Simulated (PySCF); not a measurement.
C6H8Si.
Structure used (PBE0/def2-SVP), in Å, numbered top down from 1:
```xyz
15
C6H8Si angstrom
Si     2.567   -0.036    0.246
C      0.694   -0.022    0.076
C     -0.025   -1.213   -0.109
C     -1.414   -1.202   -0.236
C     -2.110    0.004   -0.180
C     -1.412    1.198    0.004
C     -0.025    1.183    0.130
H      3.211    0.756   -0.848
H      3.058   -1.446    0.178
H      2.992    0.565    1.548
H      0.507   -2.168   -0.154
H     -1.955   -2.141   -0.379
H     -3.198    0.015   -0.279
H     -1.953    2.146    0.048
H      0.504    2.131    0.274
```

The calculation used PBE0/def2-SVP geometry optimisation, gas phase in PySCF 2.14.0.

Take the most abundant isotopes and a rigid rotor. 

Q: Give the principal moments of inertia and the rotational constants in GHz.

A: Ia = 94.39, Ib = 339.46, Ic = 427.97 u·Å²; 505379 MHz·u·Å²/I gives 5354, 1489 and 1181 MHz, that is A = 5.3543, B = 1.4888, C = 1.1809 GHz.

Q: Classify the top.

A: An asymmetric top. Ray's parameter κ = (2B − A − C)/(A − C) = -0.852; −1 is the prolate and +1 the oblate limit.

Q: Is it planar, by Δ = Ic − Ia − Ib?

A: Not planar: Δ = Ic − Ia − Ib = -5.87 u·Å². For a rigid frame Δ = −2 Σ m c², so Σ m c² = 2.94 u·Å² lies off the ab plane, practically all of it from hydrogen. The atom farthest from that plane is 1.22 Å away.

Q: Give the other two planar moments, Paa and Pbb, and the rms extents of the mass along the axes.

A: Paa = Σ m a² = (Ib + Ic − Ia)/2 = 336.52 and Pbb = Σ m b² = (Ia + Ic − Ib)/2 = 91.45 u·Å². With the mass M = 108.04 u, the rms extents √(P/M) along a, b and c are 1.76, 0.92, 0.16 Å.

Q: Which types of transition are allowed, and where do some lines up to J = 2 fall?

A: The dipole components are |μa| = 0.93 D, |μb| = 0.02 D, |μc| = 0.00 D; the mirror of this Cs structure is the ab plane, so μc vanishes by symmetry and there are no c-type lines. The squared components, which scale the intensities, stand as 1.00 : 0.00 (a : b). Some lines, for components of 0.1 D or more:

| type | branch | J(Ka,Kc) | MHz | lower level (cm⁻¹) |
| --- | --- | --- | --- | --- |
| a | Q | 1(1,0) ← 1(1,1) | 308 | 0.218 |
| a | Q | 2(1,1) ← 2(1,2) | 924 | 0.386 |
| a | R | 1(0,1) ← 0(0,0) | 2670 | 0.000 |
| a | R | 2(1,2) ← 1(1,1) | 5031 | 0.218 |
| a | R | 2(0,2) ← 1(0,1) | 5322 | 0.089 |
| a | R | 2(1,1) ← 1(1,0) | 5647 | 0.228 |

Q: Estimate the classical rotational partition function at 10 K, 200 K and 500 K.

A: Point group Cs, symmetry number σ = 1; q = (√π/σ)·√((kT/h)³/(ABC)), k/h = 20836.6 MHz/K: 1740 at 10 K, 155000 at 200 K, 614000 at 500 K.

PBE0/def2-SVP frequencies: not computed here. Constants of a rigid frame at the computed geometry: no zero-point averaging, no centrifugal distortion. A rigid rotor knows nothing of internal rotation, which can split or shift real lines.
